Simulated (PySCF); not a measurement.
# Electron correlation in Sn (tin, neutral)

[Kr] 4d10 5s2 5p2, high-spin 3P determinant. Calculation: PySCF 2.14, in def2-TZVP with the def2 core potential (28 electrons); a scalar-relativistic core potential. Frozen: 4s2 4p6 4d10; 4 electrons correlated.

MP2 pair energies summed by pair of shells (mhartree):

| pair | energy | share (%) |
| --- | --- | --- |
| 5s-5p | -25.67 | 59.7 |
| 5s-5s | -13.26 | 30.8 |
| 5p-5p | -4.07 | 9.5 |

Total MP2 correlation energy: -43.00 mhartree.

Same-spin part -7.40 and opposite-spin part -35.60 mhartree; SCS-MP2 scales them by 1/3 and 6/5 to -45.19 mhartree.

| level | correlation energy (mhartree) |
| --- | --- |
| CCSD | -55.96 |
| (T) | -1.54 |
| CCSD(T) | -57.50 |

Diagnostics: T1 = 0.0091, D1 = 0.0245, largest double amplitude 0.082.

**Question.** Is a single reference adequate?

**Answer.** Mostly. T1 lies below 0.03, but a double amplitude of this size points to a near-degeneracy that CCSD handles and MP2 describes poorly.
